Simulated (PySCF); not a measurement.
## `CO[C@@H]1OC[C@H](F)C1=O`, C5H7FO3

Geometry:
```
atom   x (Å)   y (Å)   z (Å)
  C1   2.461  -0.250   0.562
  O2   1.154  -0.781   0.455
  C3   0.352  -0.114  -0.469
  O4  -0.029   1.170  -0.047
  C5  -1.157   1.036   0.800
  C6  -2.008  -0.060   0.151
  F7  -2.718  -0.790   1.062
  C8  -0.959  -0.911  -0.579
  O9  -1.121  -1.961  -1.116
 H10   2.432   0.807   0.841
 H11   3.002  -0.361  -0.384
 H12   2.953  -0.828   1.340
 H13   0.862  -0.005  -1.438
 H14  -0.860   0.711   1.806
 H15  -1.645   2.008   0.849
 H16  -2.728   0.337  -0.576
```

Computed, not measured: TDDFT PBE0/def2-SVPD circular dichroism and optical rotation, one conformer, gas phase in PySCF 2.14.0. Geometry: GFN2-xTB.

The molecule is flexible and this is one conformer; a measurement averages over conformers. States above about 7.7 eV lie in this functional's continuum (it starts at minus the energy of the highest occupied orbital, well below the true ionisation energy for most functionals) and depend on the basis.

Task: Draw the ECD and absorption spectra from the lowest 8 states, each a Gaussian of half-width 0.3 eV at 1/e height.

Result: 
| E (eV) | λ (nm) | Δε (L mol⁻¹ cm⁻¹) | ε (L mol⁻¹ cm⁻¹) |
| --- | --- | --- | --- |
| 3.31 | 374 | +0.14 | 0.403 |
| 3.46 | 358 | +0.60 | 1.66 |
| 3.61 | 343 | +1.49 | 4.15 |
| 3.76 | 329 | +2.26 | 6.3 |
| 3.91 | 317 | +2.08 | 5.8 |
| 4.06 | 305 | +1.16 | 3.24 |
| 4.21 | 294 | +0.39 | 1.09 |
| 4.36 | 284 | +0.08 | 0.225 |
| 4.51 | 275 | +0.01 | 0 |
| 4.66 | 266 | 0.00 | 0.0724 |
| 4.81 | 258 | -0.01 | 0.792 |
| 4.96 | 250 | -0.05 | 5.56 |
| 5.11 | 242 | -0.20 | 25.3 |
| 5.26 | 236 | -0.58 | 79.1 |
| 5.41 | 229 | -1.20 | 182 |
| 5.56 | 223 | -1.84 | 313 |
| 5.71 | 217 | -2.08 | 379 |
| 5.86 | 211 | -1.60 | 302 |
| 6.01 | 206 | -0.79 | 152 |
| 6.16 | 201 | -0.28 | 49.6 |
| 6.31 | 196 | -0.32 | 30.4 |
| 6.46 | 192 | -1.35 | 106 |
| 6.61 | 187 | -3.97 | 313 |
| 6.76 | 183 | -7.16 | 583 |
| 6.91 | 179 | -7.83 | 730 |
| 7.06 | 176 | -4.69 | 762 |
| 7.21 | 172 | +0.55 | 875 |
| 7.36 | 168 | +5.11 | 1070 |
| 7.51 | 165 | +5.35 | 1120 |

Δε uses R in velocity form, ε uses f in length form. Only the states computed contribute, so the short-wavelength end is incomplete.
